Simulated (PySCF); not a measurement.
## Partial charges of `C1C[C@H]2CCC[C@H]2C1`

C8H14.
Geometry (GFN2-xTB, Å), atoms numbered from 1 in this order:
```
atom  x, y, z in Å
C1    -1.8980   -0.3598   -0.1642
C2    -1.3991    0.3133    1.1122
C3     0.0717    0.6337    0.8212
C4     1.0447   -0.4747    1.2476
C5     2.0790   -0.5206    0.1271
C6     1.2219   -0.3427   -1.1222
C7     0.1887    0.7207   -0.7240
C8    -1.2192    0.4500   -1.2663
H9    -1.5590   -1.3962   -0.1989
H10   -2.9842   -0.3527   -0.2456
H11   -1.5145   -0.3169    1.9935
H12   -1.9567    1.2365    1.2800
H13    0.3622    1.5761    1.2904
H14    1.4902   -0.2806    2.2228
H15    0.5203   -1.4307    1.2959
H16    2.6519   -1.4475    0.1192
H17    2.7743    0.3154    0.2243
H18    1.8044   -0.0446   -1.9935
H19    0.7183   -1.2827   -1.3540
H20    0.5415    1.7060   -1.0360
H21   -1.7524    1.3916   -1.4088
H22   -1.1965   -0.0740   -2.2214
```

Density: PBE0/pcSseg-1 (PySCF); schemes: Mulliken, IAO, Hirshfeld and ESP-fitted. One conformer (not necessarily the lowest) at the GFN2-xTB geometry, without solvent, vibrations or thermal averaging.

Q: Give the atomic charges in each scheme.

A: In e; atoms taken as equivalent share a row and are averaged (×n: the atom named and its like, n in all):

| atom | environment | Mulliken | IAO | Hirshfeld | ESP-fitted |
| --- | --- | --- | --- | --- | --- |
| C1/C5 | ring CH2 carbon | -0.218 | -0.259 | -0.072 | 0.000 |
| C2/C4/C6/C8 | ring CH2 carbon | -0.142 | -0.261 | -0.073 | -0.260 |
| C3/C7 | sp3 carbon at a ring junction | -0.289 | -0.122 | -0.025 | +0.190 |
| H9/H16 | methylene hydrogen | +0.113 | +0.129 | +0.035 | +0.026 |
| H10/H17 | methylene hydrogen | +0.115 | +0.131 | +0.036 | +0.034 |
| H11/H15/H19/H22 | methylene hydrogen | +0.111 | +0.127 | +0.035 | +0.075 |
| H12/H14/H18/H21 | methylene hydrogen | +0.116 | +0.131 | +0.035 | +0.070 |
| H13/H20 | methine hydrogen | +0.110 | +0.127 | +0.032 | -0.021 |

Mean size of the charges over all atoms: IAO 0.164 e, Mulliken 0.144 e, ESP-fitted 0.106 e, Hirshfeld 0.044 e. Each set sums to the total charge, 0, to within 0.001 e. The ESP scheme is a least-squares fit of atom-centred charges to the potential on four shells outside the van der Waals surface, with the total charge fixed. The Hirshfeld scheme weights the molecular density at each point by an atom's share of the summed free-atom densities.

Some averages cover members that differ in this geometry: C2/C4/C6/C8, ESP-fitted -0.349 to -0.161; C1/C5, ESP-fitted -0.085 to +0.086; H12/H14/H18/H21, ESP-fitted +0.039 to +0.098 e.

Lowest charge. The schemes don't all agree: Mulliken C3/C7 (-0.289); IAO C2/C4/C6/C8 (-0.261); Hirshfeld C2/C4/C6/C8 (-0.073); ESP-fitted C2/C4/C6/C8 (-0.260).

Highest charge. The schemes don't all agree: Mulliken H12/H14/H18/H21 (+0.116); IAO H10/H17 and H12/H14/H18/H21 (+0.131); Hirshfeld H10/H17 (+0.036); ESP-fitted C3/C7 (+0.190).

Q: Sum the charges by element.

A: 
```json
{"element": "C", "atoms": "8", "Mulliken": "-1.583", "IAO": "-1.806", "Hirshfeld": "-0.485", "ESP-fitted": "-0.659"}
{"element": "H", "atoms": "14", "Mulliken": "+1.583", "IAO": "+1.806", "Hirshfeld": "+0.484", "ESP-fitted": "+0.659"}
```

Q: How closely do the schemes follow one another over all atoms?

A: Correlation coefficient and root-mean-square difference: IAO with Hirshfeld 1.00, 0.127 e; Mulliken with IAO 0.91, 0.074 e; Mulliken with Hirshfeld 0.88, 0.114 e; Hirshfeld with ESP-fitted 0.61, 0.119 e; IAO with ESP-fitted 0.57, 0.149 e; Mulliken with ESP-fitted 0.24, 0.183 e.

The run behind these numbers computed NMR shieldings as well. Hardware: one thread of an Arm Neoverse N1, no GPU (shared host). Cost: 57 s of wall time.
